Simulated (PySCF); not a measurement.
A GIAO shielding run with PySCF (density fitting, non-relativistic, gas phase) on `C=CCC(=C=S)[SiH2]C`, C₆H₁₀SSi:

```
$ OMP_NUM_THREADS=1 python probes_run.py task.json out

{"job": {"kind": "nmr", "xc": "PBE0", "basis": "pcSseg-1"}, "charge": 0, "multiplicity": 1}
C      1.542730     1.613856     1.133275
C      1.598825     0.298689     1.035818
C      1.566483    -0.447732    -0.260984
C      0.226310    -1.136243    -0.403869
C     -0.005368    -2.369896    -0.106710
S     -0.422657    -3.847963     0.192830
Si    -1.269651    -0.070601    -0.913091
C     -2.140134     0.585481     0.640051
H      1.500532     2.244610     0.260085
H      1.546326     2.117779     2.084805
H      1.631373    -0.321074     1.922297
H      1.709661     0.239962    -1.095569
H      2.360493    -1.197653    -0.278655
H     -0.712067     1.027756    -1.711623
H     -2.177930    -0.888132    -1.720525
H     -1.465081     1.176154     1.253451
H     -2.986754     1.212920     0.378279
H     -2.511852    -0.231596     1.252559
```

Hardware: 1 thread of an Arm Neoverse N1, shared host. The job also computes population analyses, field gradients.

Task: How large is the calculation?

Result: 76 electrons, 200 basis functions and 1080 auxiliary functions.

Task: How long does it take, and how much memory does it need?

Result: 72 s of wall time, with 15 SCF cycles and 5 response iterations; peak memory 0.91 GiB. Times on a shared host scatter by some tens of per cent.
